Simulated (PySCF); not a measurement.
Compound: C2H7BO3.
Z-matrix (Å and degrees, PBE0-D3(BJ)/def2-SVP geometry), rows numbered from 1:
```
C 
O   1  1.3927
C   2  1.4001  1  113.51
B   3  1.5904  2  116.61  1   -70.77
O   4  1.3681  3  121.50  2   173.38
O   4  1.3543  3  120.37  2    -8.01
H   1  1.1103  2  111.80  3   -63.33
H   1  1.0993  2  107.84  3   177.85
H   1  1.1063  2  112.26  3    58.55
H   3  1.1155  2  110.97  1    55.75
H   3  1.1061  2  106.58  1   169.34
H   5  0.9611  4  113.71  3    -2.21
H   6  0.9643  4  111.37  3  -178.50
```

Computed, not measured: PBE0-D3(BJ)/def2-SVP geometry optimisation, gas phase (PySCF).

Take the most abundant isotopes and a rigid rotor. The values belong to one conformer with, in the numbering `[CH3:1][O:2][CH2:3][B:4]([OH:5])[OH:6]`, C1–O2–C3–B4 -71°, O2–C3–B4–O5 173°, C3–B4–O5–H -2°, C3–B4–O6–H -179°.

Problem. What are A, B and C (GHz)?

Solution. Ia = 76.15, Ib = 227.15, Ic = 268.73 u·Å²; 505379 MHz·u·Å²/I gives 6637, 2225 and 1881 MHz, that is A = 6.6366, B = 2.2249, C = 1.8806 GHz.

Problem. What kind of rotor is it?

Solution. An asymmetric top; Ray's κ = -0.855.

Problem. What does the inertial defect say?

Solution. Not planar: Δ = Ic − Ia − Ib = -34.57 u·Å². For a rigid frame Δ = −2 Σ m c², so Σ m c² = 17.28 u·Å² lies off the ab plane: 5.15 from hydrogen and 12.13 from heavier atoms. The atom farthest from that plane is 1.45 Å away.

Problem. Give the other two planar moments, Paa and Pbb, and the rms extents of the mass along the axes.

Solution. Paa = Σ m a² = (Ib + Ic − Ia)/2 = 209.87 and Pbb = Σ m b² = (Ia + Ic − Ib)/2 = 58.87 u·Å². With the mass M = 90.05 u, the rms extents √(P/M) along a, b and c are 1.53, 0.81, 0.44 Å.

Problem. List the rotational levels J(Ka,Kc) to J = 2 (cm⁻¹).

Solution. Above 0(0,0):
J = 1: 1(0,1) 0.1369, 1(1,1) 0.2841, 1(1,0) 0.2956
J = 2: 2(0,2) 0.4102, 2(1,2) 0.5465, 2(1,1) 0.5810, 2(2,1) 1.0224, 2(2,0) 1.0231
Those of J = 1 are B + C, A + C and A + B.

Problem. Which types of transition are allowed, and where do some lines up to J = 3 fall?

Solution. The dipole components are |μa| = 1.59 D, |μb| = 1.04 D, |μc| = 1.41 D. The squared components, which scale the intensities, stand as 1.00 : 0.43 : 0.79 (a : b : c). Some of the stronger lines:

```csv
type,branch,"J(Ka,Kc)",MHz,lower level (cm⁻¹)
a,Q,"3(1,2) ← 3(1,3)",2065,0.940
c,Q,"3(1,3) ← 3(0,3)",3636,0.818
b,R,"2(0,2) ← 1(1,1)",3780,0.284
c,Q,"2(1,2) ← 2(0,2)",4087,0.410
a,R,"1(0,1) ← 0(0,0)",4105,0.000
c,Q,"1(1,1) ← 1(0,1)",4412,0.137
b,Q,"3(1,2) ← 3(0,3)",5701,0.818
b,R,"3(0,3) ← 2(1,2)",8152,0.547
b,R,"1(1,1) ← 0(0,0)",8517,0.000
a,R,"2(1,1) ← 1(1,0)",8555,0.296
c,R,"1(1,0) ← 0(0,0)",8861,0.000
a,R,"3(1,3) ← 2(1,2)",11788,0.547
a,R,"3(0,3) ← 2(0,2)",12239,0.410
b,R,"2(1,2) ← 1(0,1)",12278,0.137
a,R,"3(2,1) ← 2(2,0)",12393,1.023
c,Q,"3(2,2) ← 3(1,2)",12731,1.009
a,R,"3(1,2) ← 2(1,1)",12820,0.581
b,Q,"3(2,1) ← 3(1,2)",12828,1.009
c,R,"2(1,1) ← 1(0,1)",13311,0.137
c,R,"2(2,0) ← 1(1,0)",21810,0.296
c,R,"2(2,1) ← 1(1,1)",22135,0.284
b,R,"2(2,0) ← 1(1,1)",22154,0.284
b,Q,"3(3,0) ← 3(2,1)",22835,1.436
b,Q,"3(3,1) ← 3(2,2)",22931,1.433
b,R,"3(2,2) ← 2(1,1)",25552,0.581
b,R,"3(2,1) ← 2(1,2)",26681,0.547
b,R,"3(3,1) ← 2(2,0)",35228,1.023
c,R,"3(3,0) ← 2(2,0)",35229,1.023
```

Problem. Estimate the classical rotational partition function at 10 K, 25 K and 500 K.

Solution. Point group C1, symmetry number σ = 1; q = (√π/σ)·√((kT/h)³/(ABC)), k/h = 20836.6 MHz/K: 1010 at 10 K, 4000 at 25 K, 358000 at 500 K.

No PBE0-D3(BJ)/def2-SVP frequencies stand behind this structure, so it isn't proved a minimum. No vibrational averaging or centrifugal distortion is included, and the geometry carries the error of its method. A rigid rotor knows nothing of internal rotation, which can split or shift real lines. Quadrupole hyperfine structure (11B) is left out.
